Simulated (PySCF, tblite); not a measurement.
Isomers of C4H13N2PSi2, one GFN2-xTB conformer each. Single-point energies are computed at PBE0/pcSseg-1 (PySCF, gas phase, no added dispersion term), electronic only.

```
                  SMILES  GFN2-xTB relative energy (kcal/mol)
 CC[Si@@H](C#N)CN[SiH2]P                                  3.8
N#CC[Si@@](N)(P)CC[SiH3]                                  0.0
```

Conformers: `[CH3:1][CH2:2][Si@@H:3]([C:4]#[N:5])[CH2:6][NH:7][SiH2:8][PH2:9]` with C1–C2–Si3–C4 176°, C2–Si3–C6–N7 64°, Si3–C6–N7–Si8 -131°, C6–N7–Si8–P9 175°, N7–Si8–P9–H -161° and 106°; `[N:1]#[C:2][CH2:3][Si@@:4]([NH2:5])([PH2:6])[CH2:7][CH2:8][SiH3:9]` with C2–C3–Si4–N5 -58°, C3–Si4–N5–H -64° and 78°, C3–Si4–P6–H -30° and 63°, C3–Si4–C7–C8 -167°, Si4–C7–C8–Si9 179°.

Q: What does PBE0/pcSseg-1 give for the same structures?

A: 
```tsv
SMILES	PBE0/pcSseg-1 E (Eh)	PBE0/pcSseg-1 (kcal/mol)	GFN2-xTB (kcal/mol)	point group
N#CC[Si@@](N)(P)CC[SiH3]	-1189.35750	0.0	0.0	C1
CC[Si@@H](C#N)CN[SiH2]P	-1189.34103	10.3	3.8	C1
```

Both levels put the same isomer lowest. 

Q: Which frontier levels, dipoles and rotational constants go with these structures?

A: 
```
                  SMILES  HOMO (eV, PBE0/pcSseg-1)  LUMO (eV)  dipole (D)       A, B, C (MHz)
N#CC[Si@@](N)(P)CC[SiH3]                     -7.58       0.22        3.50  1784, 441.2, 404.5
 CC[Si@@H](C#N)CN[SiH2]P                     -6.94      -0.21        3.69  1869, 403.8, 355.6
```

Q: What happens when harmonic zero-point energies from GFN2-xTB frequencies are added?

A: 
```json
{"SMILES": "N#CC[Si@@](N)(P)CC[SiH3]", "ZPE (kcal/mol)": "99.1", "electronic (kcal/mol)": "0.0", "with ZPE (kcal/mol)": "0.0"}
{"SMILES": "CC[Si@@H](C#N)CN[SiH2]P", "ZPE (kcal/mol)": "99.9", "electronic (kcal/mol)": "10.3", "with ZPE (kcal/mol)": "11.1"}
```

The zero-point energies span 0.8 kcal/mol. The order is unchanged.

Q: As an exercise, what shares would exp(−E/RT) give at 1000 K from these electronic energies alone (no entropy, no degeneracies)?

A: RT = 1.987 kcal/mol: N#CC[Si@@](N)(P)CC[SiH3] 99.5 %, CC[Si@@H](C#N)CN[SiH2]P 0.5 %.
